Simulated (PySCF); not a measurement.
Stepwise substitution at one centre (Sn F-OCH3). Isolated molecules, 0 K electronic values unless said otherwise. One relaxed conformer stands for each flexible species; it need not be the lowest. Strings in code marks are SMILES.

Computed with PBE-D3(BJ)/def2-TZVP // PBE0-D3(BJ)/def2-SVP in PySCF. All candidates: neutral, multiplicity 1. Excitations are Tamm–Dancoff values on a coarser integration grid. The basis has no diffuse functions, so Rydberg states are missing or too high.

```yaml
HOMO: -6.66 eV
T1 excitation (TDA): 3.43 eV
S1 excitation (TDA): 3.75 eV
```

Say which member has these values.
(A) `C[O][Sn]([F])([F])[O]C` (C–O–Sn–F torsion 56°, F–Sn–O–C torsion -58°)
(B) `C[O][Sn]([F])([O]C)[O]C`
(C) `C[O][Sn]([F])([F])[F]`

B, `C[O][Sn]([F])([O]C)[O]C`. The others give `C[O][Sn]([F])([F])[F]`: -7.52 eV, 3.15 eV, 3.49 eV; `C[O][Sn]([F])([F])[O]C` (C–O–Sn–F torsion 56°, F–Sn–O–C torsion -58°): -7.00 eV, 3.27 eV, 3.57 eV
